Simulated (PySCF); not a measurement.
Species: C4H12BP.
Atom-mapped SMILES: `[CH3:1][B:2]([PH2:3])[CH:4]([CH3:5])[CH3:6]` (hydrogens: H7, H8, H9 on C1; H10, H11 on P3; H12 on C4; H13, H14, H15 on C5; H16, H17, H18 on C6)

Cartesian coordinates in Å at the PBE0-D3(BJ)/def2-SVP level; atoms count from 1:
```
atom  x, y, z in Å
C1     1.304    1.686   -0.592
B2     0.857    0.258   -0.117
P3     2.167   -0.940    0.582
C4    -0.633   -0.220   -0.355
C5    -0.839   -1.710   -0.610
C6    -1.428    0.247    0.876
H7     1.573    1.581   -1.662
H8     0.477    2.413   -0.563
H9     2.182    2.111   -0.083
H10    2.864   -0.078    1.473
H11    1.421   -1.660    1.555
H12   -1.025    0.342   -1.225
H13   -1.905   -1.947   -0.766
H14   -0.288   -2.055   -1.498
H15   -0.499   -2.318    0.245
H16   -2.502    0.031    0.752
H17   -1.326    1.329    1.055
H18   -1.091   -0.274    1.787
```

Computed with PySCF at PBE0/pcSseg-1 and CAM-B3LYP/def2-SVPD, non-relativistic, on one gas-phase PBE0-D3(BJ)/def2-SVP geometry that isn't relaxed in the solvent. The solvent is an IEF-PCM continuum (van der Waals radii × 1.2). Only the electrostatic response of the medium enters.

Gas phase at PBE0/pcSseg-1: HOMO -7.05 eV, LUMO -0.90 eV, dipole 1.25 D.

**Question.** What does the continuum do to the energy, the frontier levels and the dipole at PBE0/pcSseg-1 in acetone and dimethylsulfoxide?

**Answer.** 
| solvent | ε | E(solvent) − E(gas) (kJ/mol) | polarisation term (kJ/mol) | distortion of the solute (kJ/mol) | HOMO (eV) | LUMO (eV) | dipole (D) |
| --- | --- | --- | --- | --- | --- | --- | --- |
| acetone | 20.49 | -7.88 | -9.11 | 1.23 | -7.06 | -0.76 | 1.69 |
| dimethylsulfoxide | 46.83 | -8.29 | -9.66 | 1.37 | -7.06 | -0.76 | 1.72 |

The first energy column is the sum of the next two and covers electrostatics alone. From acetone to dimethylsulfoxide the lowering changes by a factor 1.05, Onsager's factor (ε − 1)/(2ε + 1) by 1.04 and ε itself by 2.3.

**Question.** Which radius a makes the point-dipole formula ΔE = −[(ε − 1)/(2ε + 1)]·μ²/a³ give the value in dimethylsulfoxide, with the gas-phase dipole?

**Answer.** μ = 0.493 au and |ΔE| = 0.00316 Eh give a = 1.77 Å; the farthest nucleus lies 3.13 Å from the centroid of the nuclei, so such a sphere wouldn't even hold the nuclei. The formula assumes a rigid point dipole at the centre of a sphere.

**Question.** Give the dipole vector in the frame of the coordinates (D, pointing from negative to positive charge), gas and dimethylsulfoxide.

**Answer.** Gas (-0.89, 0.85, 0.23), solvent (-1.19, 1.17, 0.39). Its length changes by +37 % and its direction by 3°.

**Question.** Which Hirshfeld charges (PBE0/pcSseg-1) respond most in acetone (means over atoms taken as equivalent)?

**Answer.** 
| atoms | environment | gas (e) | solvent (e) | change |
| --- | --- | --- | --- | --- |
| P3 | three-coordinate phosphorus | -0.001 | -0.028 | -0.027 |
| H10/H11 | P–H hydrogen | -0.006 | 0.000 | +0.006 |
| B2 | three-coordinate boron | +0.140 | +0.145 | +0.005 |
| H12 | methine hydrogen | +0.034 | +0.036 | +0.002 |
| H7/H8/H9 | methyl hydrogen | +0.044 | +0.046 | +0.002 |
| C5/C6 | methyl carbon | -0.113 | -0.115 | -0.002 |
| C4 | sp3 carbon bound to boron | -0.092 | -0.091 | +0.001 |
| H13 (×6) | methyl hydrogen | +0.037 | +0.037 | 0.000 |
| C1 | sp3 carbon bound to boron | -0.193 | -0.193 | 0.000 |

Gas phase at CAM-B3LYP/def2-SVPD: HOMO -8.31 eV, LUMO 0.25 eV, dipole 1.14 D.

**Question.** What does the continuum do to the energy, the frontier levels and the dipole at CAM-B3LYP/def2-SVPD in acetone?

**Answer.** 
```json
{"solvent": "acetone", "ε": "20.49", "E(solvent) − E(gas) (kJ/mol)": "-7.04", "polarisation term (kJ/mol)": "-8.41", "distortion of the solute (kJ/mol)": "1.37", "HOMO (eV)": "-8.30", "LUMO (eV)": "0.39", "dipole (D)": "1.61"}
```

**Question.** How does the static polarisability (CAM-B3LYP/def2-SVPD, frozen core, with the continuum's full static response) change?

**Answer.** 
```json
{"medium": "gas", "isotropic (au)": "91.4", "principal values (au)": "80.1, 93.0, 101.2", "⟨r²⟩ of the electrons (bohr²)": "931.6"}
{"medium": "acetone", "isotropic (au)": "126.8", "principal values (au)": "114.2, 126.2, 140.0", "⟨r²⟩ of the electrons (bohr²)": "932.2"}
```

The isotropic value in acetone is 1.39 times the gas-phase one; no cavity-field correction is applied. ⟨r²⟩ is taken about the centre of nuclear charge.
